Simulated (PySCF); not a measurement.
C5H9FS2.
Geometry (PBE0-D3(BJ)/def2-SVP, Å), atoms numbered from 1 in this order:
```
atom  x, y, z in Å
C1    -1.8214    0.6431    0.1541
C2    -0.8540   -0.0244   -0.8070
C3     0.1004   -1.0303   -0.1591
C4     1.1114   -0.4684    0.8295
F5     1.8365   -1.5353    1.3261
C6     2.0921    0.5272    0.2368
S7     1.2397    2.0332   -0.3114
S8     0.0880    1.1902   -1.8111
H9    -1.2919    1.3185    0.8427
H10   -2.5649    1.2389   -0.3934
H11   -2.3536   -0.1134    0.7531
H12   -1.4236   -0.5628   -1.5846
H13    0.6612   -1.5597   -0.9462
H14   -0.4919   -1.7882    0.3810
H15    0.5959    0.0075    1.6820
H16    2.8156    0.8395    1.0067
H17    2.6443    0.0846   -0.6071
```

Level of theory: PySCF 2.14.0, PBE0-D3(BJ)/def2-SVP geometry optimisation, gas phase.

Take the most abundant isotopes and a rigid rotor. The values belong to one conformer with, in the numbering `[CH3:1][C@@H:2]1[CH2:3][C@@H:4]([F:5])[CH2:6][S:7][S:8]1`, C1–C2–C3–C4 -65°, C2–C3–C4–F5 178°, C3–C4–C6–S7 65°, C4–C6–S7–S8 -65°.

Q: Give the principal moments of inertia and the rotational constants in MHz.

A: Ia = 264.71, Ib = 395.82, Ic = 536.33 u·Å²; 505379 MHz·u·Å²/I gives A = 1909, B = 1277, C = 942.3 MHz.

Q: Classify the top.

A: An asymmetric top. Ray's parameter κ = (2B − A − C)/(A − C) = -0.308; −1 is the prolate and +1 the oblate limit.

Q: What does the inertial defect say?

A: Not planar: Δ = Ic − Ia − Ib = -124.21 u·Å². For a rigid frame Δ = −2 Σ m c², so Σ m c² = 62.10 u·Å² lies off the ab plane: 14.42 from hydrogen and 47.68 from heavier atoms. The atom farthest from that plane is 1.92 Å away.

Q: Give the other two planar moments, Paa and Pbb, and the rms extents of the mass along the axes.

A: Paa = Σ m a² = (Ib + Ic − Ia)/2 = 333.72 and Pbb = Σ m b² = (Ia + Ic − Ib)/2 = 202.61 u·Å². With the mass M = 152.01 u, the rms extents √(P/M) along a, b and c are 1.48, 1.15, 0.64 Å.

Q: Where do the levels up to J = 2 lie, in cm⁻¹?

A: Above 0(0,0):
J = 1: 1(0,1) 0.0740, 1(1,1) 0.0951, 1(1,0) 0.1063
J = 2: 2(0,2) 0.2187, 2(1,2) 0.2320, 2(1,1) 0.2655, 2(2,1) 0.3288, 2(2,0) 0.3321
The levels of one J sum to (2J + 1)J(J + 1)(A + B + C)/3.

Q: Which lines would a microwave search look for?

A: The dipole components are |μa| = 0.24 D, |μb| = 1.41 D, |μc| = 0.36 D. The squared components, which scale the intensities, stand as 0.03 : 1.00 : 0.07 (a : b : c). Some lines, for components of 0.1 D or more:

```json
{"type": "a", "branch": "Q", "J(Ka,Kc)": "1(1,0) ← 1(1,1)", "MHz": "334", "lower level (cm⁻¹)": "0.095"}
{"type": "a", "branch": "Q", "J(Ka,Kc)": "3(2,1) ← 3(2,2)", "MHz": "459", "lower level (cm⁻¹)": "0.551"}
{"type": "a", "branch": "Q", "J(Ka,Kc)": "2(1,1) ← 2(1,2)", "MHz": "1003", "lower level (cm⁻¹)": "0.232"}
{"type": "b", "branch": "Q", "J(Ka,Kc)": "3(2,1) ← 3(1,2)", "MHz": "1931", "lower level (cm⁻¹)": "0.502"}
{"type": "a", "branch": "Q", "J(Ka,Kc)": "3(1,2) ← 3(1,3)", "MHz": "1986", "lower level (cm⁻¹)": "0.435"}
{"type": "a", "branch": "R", "J(Ka,Kc)": "1(0,1) ← 0(0,0)", "MHz": "2219", "lower level (cm⁻¹)": "0.000"}
{"type": "b", "branch": "R", "J(Ka,Kc)": "1(1,1) ← 0(0,0)", "MHz": "2851", "lower level (cm⁻¹)": "0.000"}
{"type": "c", "branch": "R", "J(Ka,Kc)": "1(1,0) ← 0(0,0)", "MHz": "3186", "lower level (cm⁻¹)": "0.000"}
{"type": "b", "branch": "Q", "J(Ka,Kc)": "3(2,2) ← 3(1,3)", "MHz": "3459", "lower level (cm⁻¹)": "0.435"}
{"type": "c", "branch": "Q", "J(Ka,Kc)": "3(3,1) ← 3(2,1)", "MHz": "3596", "lower level (cm⁻¹)": "0.566"}
{"type": "a", "branch": "R", "J(Ka,Kc)": "2(1,2) ← 1(1,1)", "MHz": "4104", "lower level (cm⁻¹)": "0.095"}
{"type": "c", "branch": "R", "J(Ka,Kc)": "2(1,1) ← 1(0,1)", "MHz": "5740", "lower level (cm⁻¹)": "0.074"}
{"type": "b", "branch": "R", "J(Ka,Kc)": "3(0,3) ← 2(1,2)", "MHz": "5900", "lower level (cm⁻¹)": "0.232"}
{"type": "a", "branch": "R", "J(Ka,Kc)": "3(1,3) ← 2(1,2)", "MHz": "6099", "lower level (cm⁻¹)": "0.232"}
{"type": "a", "branch": "R", "J(Ka,Kc)": "3(0,3) ← 2(0,2)", "MHz": "6300", "lower level (cm⁻¹)": "0.219"}
{"type": "a", "branch": "R", "J(Ka,Kc)": "3(2,2) ← 2(2,1)", "MHz": "6657", "lower level (cm⁻¹)": "0.329"}
{"type": "c", "branch": "R", "J(Ka,Kc)": "2(2,0) ← 1(1,0)", "MHz": "6771", "lower level (cm⁻¹)": "0.106"}
{"type": "a", "branch": "R", "J(Ka,Kc)": "3(1,2) ← 2(1,1)", "MHz": "7082", "lower level (cm⁻¹)": "0.265"}
{"type": "b", "branch": "R", "J(Ka,Kc)": "3(3,1) ← 2(2,0)", "MHz": "10610", "lower level (cm⁻¹)": "0.332"}
```

Not checked by PBE0-D3(BJ)/def2-SVP frequencies. No vibrational averaging or centrifugal distortion is included, and the geometry carries the error of its method. A rigid rotor knows nothing of internal rotation, which can split or shift real lines.

On Arm Neoverse N1, one thread, no GPU, on a shared host, this took 2.4 min and 0.69 GiB of memory at its peak. This is the geometry optimisation.
